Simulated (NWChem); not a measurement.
The numbers come from NWChem runs, not from measurements. System: BI2, charge 0, spin multiplicity 2, at a geometry optimised with UB3LYP/def2-SVP with def2 effective core potentials on I. The structure started from a generated list of species. Its SCF solution wasn't tested for a lower state. Level: UHF/def2-TZVP with def2 effective core potentials on I.

NWChem printed:

```
             Northwest Computational Chemistry Package (NWChem) 7.3.0
             --------------------------------------------------------

                                NWChem Input Module
                                -------------------

 Scaling coordinates for geometry "geometry" by  1.889725989
 (inverse scale =  0.529177249)

 Turning off AUTOSYM since
 SYMMETRY directive was detected!

                             Geometry "geometry" -> ""
                             -------------------------

 Output coordinates in angstroms (scale by  1.889725989 to convert to a.u.)

  No.       Tag          Charge          X              Y              Z
 ---- ---------------- ---------- -------------- -------------- --------------
    1 I                   53.0000     1.90592900     0.00000000     0.04115200
    2 B                    5.0000     0.00000000     0.00000000    -0.87242900
    3 I                   53.0000    -1.90592900     0.00000000     0.04115200

 Effective nuclear repulsion energy (a.u.)     522.6530480555

            Nuclear Dipole moment (a.u.)
            ----------------------------
        X                 Y               Z
 ---------------- ---------------- ----------------
     0.0000000000     0.0000000000    -0.0000623610

      Symmetry information
      --------------------

 Group name             C2v
 Group number             16
 Group order               4
 No. of unique centers     2

      Symmetry unique atoms

     1    2


 Summary of "ao basis" -> "" (spherical)
 ------------------------------------------------------------------------------
       Tag                 Description            Shells   Functions and Types
 ---------------- ------------------------------  ------  ---------------------
 *                         def2-tzvp                  on all atoms

 Summary of "ao basis" -> "ao basis" (spherical)
 ------------------------------------------------------------------------------
       Tag                 Description            Shells   Functions and Types
 ---------------- ------------------------------  ------  ---------------------
 I                         def2-tzvp                16       50   6s5p3d2f
 B                         def2-tzvp                11       31   5s3p2d1f

                                 NWChem SCF Module
                                 -----------------

  ao basis        = "ao basis"
  functions       =   131
  atoms           =     3
  alpha electrons =    28
  beta  electrons =    27
  charge          =   0.00
  wavefunction    = UHF
  use symmetry    = T
  symmetry adapt  = T

 Summary of "ao basis" -> "ao basis" (spherical)
 ------------------------------------------------------------------------------
       Tag                 Description            Shells   Functions and Types
 ---------------- ------------------------------  ------  ---------------------
 I                         def2-tzvp                16       50   6s5p3d2f
 B                         def2-tzvp                11       31   5s3p2d1f

      Symmetry analysis of basis
      --------------------------

        a1         47
        a2         20
        b1         40
        b2         24

 Forming initial guess at       0.1s

   Symmetry analysis of molecular orbitals - initial alpha
   -------------------------------------------------------

  Numbering of irreducible representations:

     1 a1          2 a2          3 b1          4 b2

  Orbital symmetries:

     1 b1          2 a1          3 a1          4 b1          5 a1
     6 a2          7 b2          8 b1          9 a1         10 a1
    11 b1         12 b2         13 a2         14 a1         15 b1
    16 a2         17 b2         18 b1         19 a1         20 a1
    21 b1         22 a1         23 b1         24 a1         25 b2
    26 a2         27 b1         28 a1         29 b2         30 a1
    31 b1         32 a1         33 b1         34 a1         35 b2
    36 a1         37 b1         38 a2

   Symmetry analysis of molecular orbitals - initial beta
   ------------------------------------------------------

  Numbering of irreducible representations:

     1 a1          2 a2          3 b1          4 b2

  Orbital symmetries:
[...]
    58      0.179070  2 B  pz

 Vector   31  Occ=0.000000D+00  E= 1.315284D-01  Symmetry=a1
              MO Center=  6.4D-16,  2.5D-15, -5.1D-01, r^2= 8.6D+00
   Bfn.  Coefficient  Atom+Function         Bfn.  Coefficient  Atom+Function
  ----- ------------  ---------------      ----- ------------  ---------------
    55      3.246566  2 B  s                  6     -1.291243  1 I  s
    87     -1.291243  3 I  s                 54     -0.913015  2 B  s
    19      0.619359  1 I  px               100     -0.619359  3 I  px
    64      0.599469  2 B  pz                61      0.242298  2 B  pz
    74      0.191983  2 B  d  2              36     -0.169728  1 I  d  2

                     UHF Final Beta Molecular Orbital Analysis
                     -----------------------------------------

 Vector   25  Occ=1.000000D+00  E=-4.125523D-01  Symmetry=a1
              MO Center= -2.0D-12, -5.4D-16, -2.2D-02, r^2= 5.1D+00
   Bfn.  Coefficient  Atom+Function         Bfn.  Coefficient  Atom+Function
  ----- ------------  ---------------      ----- ------------  ---------------
    18      0.345340  1 I  pz                99      0.345340  3 I  pz
    12     -0.282400  1 I  pz                93     -0.282400  3 I  pz
    15      0.219600  1 I  pz                96      0.219600  3 I  pz
    16     -0.150386  1 I  px                97      0.150386  3 I  px

 Vector   26  Occ=1.000000D+00  E=-3.856722D-01  Symmetry=a2
              MO Center= -6.3D-13,  3.5D-15,  1.7D-02, r^2= 5.6D+00
   Bfn.  Coefficient  Atom+Function         Bfn.  Coefficient  Atom+Function
  ----- ------------  ---------------      ----- ------------  ---------------
    17      0.405194  1 I  py                98     -0.405194  3 I  py
    11     -0.322870  1 I  py                92      0.322870  3 I  py
    14      0.250923  1 I  py                95     -0.250923  3 I  py
    20      0.188649  1 I  py               101     -0.188649  3 I  py

 Vector   27  Occ=1.000000D+00  E=-3.752452D-01  Symmetry=b1
              MO Center=  1.8D-12,  5.4D-15, -1.0D-02, r^2= 5.8D+00
   Bfn.  Coefficient  Atom+Function         Bfn.  Coefficient  Atom+Function
  ----- ------------  ---------------      ----- ------------  ---------------
    18      0.331650  1 I  pz                99     -0.331650  3 I  pz
    12     -0.261778  1 I  pz                93      0.261778  3 I  pz
    16     -0.246057  1 I  px                97     -0.246057  3 I  px
    15      0.204667  1 I  pz                96     -0.204667  3 I  pz
    10      0.198977  1 I  px                91      0.198977  3 I  px

 Vector   28  Occ=0.000000D+00  E= 4.358538D-02  Symmetry=a1
              MO Center= -9.3D-14,  1.5D-14, -9.3D-01, r^2= 5.7D+00
   Bfn.  Coefficient  Atom+Function         Bfn.  Coefficient  Atom+Function
  ----- ------------  ---------------      ----- ------------  ---------------
    55      1.137346  2 B  s                  6     -0.413299  1 I  s
    87     -0.413299  3 I  s                 21      0.343410  1 I  pz
   102      0.343410  3 I  pz                19      0.303946  1 I  px
   100     -0.303946  3 I  px                64     -0.297751  2 B  pz
    54      0.287110  2 B  s                 53      0.164886  2 B  s

 Vector   29  Occ=0.000000D+00  E= 5.452869D-02  Symmetry=b2
              MO Center= -2.5D-13, -1.2D-13, -6.4D-01, r^2= 4.5D+00
   Bfn.  Coefficient  Atom+Function         Bfn.  Coefficient  Atom+Function
  ----- ------------  ---------------      ----- ------------  ---------------
    63      0.744905  2 B  py                20     -0.379248  1 I  py
   101     -0.379248  3 I  py                57      0.289766  2 B  py
    60      0.288483  2 B  py

 Vector   30  Occ=0.000000D+00  E= 1.085953D-01  Symmetry=a1
              MO Center=  3.2D-13,  9.8D-14, -4.5D-01, r^2= 8.4D+00
   Bfn.  Coefficient  Atom+Function         Bfn.  Coefficient  Atom+Function
  ----- ------------  ---------------      ----- ------------  ---------------
    54      1.004139  2 B  s                 19      0.710143  1 I  px
   100     -0.710143  3 I  px                64      0.688985  2 B  pz
     6     -0.531525  1 I  s                 87     -0.531525  3 I  s
    55      0.238375  2 B  s                 61      0.225849  2 B  pz
    58      0.200531  2 B  pz

 center of mass
 --------------
 x =   0.00000000 y =   0.00000000 z =   0.00599130

 moments of inertia (a.u.)
 ------------------
          31.449251601262           0.000000000000           0.000000000000
           0.000000000000        3323.784825609638           0.000000000000
           0.000000000000           0.000000000000        3292.335574008376

  Mulliken analysis of the total density
  --------------------------------------

    Atom       Charge   Shell Charges
 -----------   ------   -------------------------------------------------------
    1 I   25    24.95   0.19 -0.77  1.58  1.01  1.09  0.78 -0.49  6.45  1.35  2.76  0.95  9.23  0.77  0.05  0.01  0.00
    2 B    5     5.10   0.92  1.06  0.50  0.72  0.04  0.68  0.93  0.09  0.02  0.12  0.01
    3 I   25    24.95   0.19 -0.77  1.58  1.01  1.09  0.78 -0.49  6.45  1.35  2.76  0.95  9.23  0.77  0.05  0.01  0.00

  Mulliken analysis of the alpha density
  --------------------------------------

    Atom       Charge   Shell Charges
 -----------   ------   -------------------------------------------------------
    1 I   25    12.50   0.09 -0.38  0.79  0.50  0.55  0.39 -0.25  3.22  0.69  1.39  0.47  4.61  0.38  0.03  0.00  0.00
    2 B    5     3.00   0.46  0.53  0.31  0.42  0.04  0.47  0.62  0.07  0.01  0.06  0.01
    3 I   25    12.50   0.09 -0.38  0.79  0.50  0.55  0.39 -0.25  3.22  0.69  1.39  0.47  4.61  0.38  0.03  0.00  0.00

   Mulliken analysis of the beta density
   -------------------------------------

    Atom       Charge   Shell Charges
 -----------   ------   -------------------------------------------------------
    1 I   25    12.45   0.09 -0.38  0.79  0.50  0.55  0.39 -0.24  3.22  0.66  1.36  0.48  4.61  0.38  0.02  0.00  0.00
    2 B    5     2.10   0.46  0.54  0.19  0.30  0.00  0.21  0.31  0.03  0.01  0.06  0.01
    3 I   25    12.45   0.09 -0.38  0.79  0.50  0.55  0.39 -0.24  3.22  0.66  1.36  0.48  4.61  0.38  0.02  0.00  0.00

   Mulliken analysis of the spin density
   -------------------------------------

    Atom       Charge   Shell Charges
 -----------   ------   -------------------------------------------------------
    1 I   25     0.05   0.00 -0.00  0.00 -0.00  0.00 -0.00 -0.00  0.00  0.02  0.03 -0.00 -0.00  0.00  0.01  0.00  0.00
    2 B    5     0.89   0.00 -0.01  0.12  0.12  0.04  0.26  0.31  0.04 -0.00 -0.00 -0.00
    3 I   25     0.05   0.00 -0.00  0.00 -0.00  0.00 -0.00 -0.00  0.00  0.02  0.03 -0.00 -0.00  0.00  0.01  0.00  0.00

       Multipole analysis of the density wrt the origin
       ------------------------------------------------

     L   x y z        total         alpha         beta         nuclear
     -   - - -        -----         -----         ----         -------
     0   0 0 0     -0.000000    -28.000000    -27.000000     55.000000

     1   1 0 0      0.000000     -0.000000      0.000000      0.000000
     1   0 1 0      0.000000      0.000000      0.000000      0.000000
     1   0 0 1      0.065797      3.310120      1.110635     -4.354959

     2   2 0 0    -43.039711   -347.726143   -343.919792    648.606225
     2   1 1 0     -0.000000     -0.000000     -0.000000      0.000000
     2   1 0 1     -0.000000      0.000000     -0.000000      0.000000
     2   0 2 0    -44.501098    -22.759049    -21.742049      0.000000
     2   0 1 1     -0.000000     -0.000000      0.000000      0.000000
     2   0 0 2    -45.659954    -33.991464    -25.561130     13.892641

 Task  times  cpu:        3.2s     wall:        3.2s

 Total times  cpu:        3.3s     wall:        3.3s
```

Write an NWChem input that would produce this output.

This is not unique; one that fits is 
```
start mol
memory heap 200 mb stack 900 mb global 1100 mb
geometry units angstroms nocenter noautoz
  I      1.905929     0.000000     0.041152
  B      0.000000     0.000000    -0.872429
  I     -1.905929     0.000000     0.041152
  symmetry group C2v
end
basis spherical
  * library def2-tzvp
end
ecp
  I library def2-ecp
end
scf
  uhf
  nopen 1
  maxiter 100
  thresh 1e-7
  semidirect memsize 60000000 filesize 0
  # guess.movecs holds the orbitals of an unrestricted PBE0 run
  vectors input guess.movecs output mol.movecs
end
task scf energy
```
